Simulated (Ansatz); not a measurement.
Energy difference R1 → P1 + P2, each structure at its B3LYP-D3(BJ)/def2-TZVP stationary point, reached from a drawn start (curvature not checked).
R1: CH3Cl (SMILES CCl), charge 0, multiplicity 1.
P1: CH3 (SMILES [CH3]), charge 0, multiplicity 2.
P2: Cl atom, charge 0, multiplicity 2.

P less R. No zero-point or thermal terms; singlets are restricted closed shells; open shells are unrestricted; no spin–orbit coupling.

Cores are frozen in the correlated methods.

Run with Ansatz (a quantum-chemistry and plane-wave program) with Gaussian orbitals. All values are computed, each at the level named.

Question: One of these levels gives 323.1 kJ/mol for the reaction energy. Name it.
(A) CCSD/cc-pV(D+d)Z
(B) B2PLYP/def2-TZVPP
(C) HF/cc-pV(D+d)Z

Answer: A, CCSD/cc-pV(D+d)Z. The others give 221.4 (HF/cc-pV(D+d)Z), 352.9 (B2PLYP/def2-TZVPP)
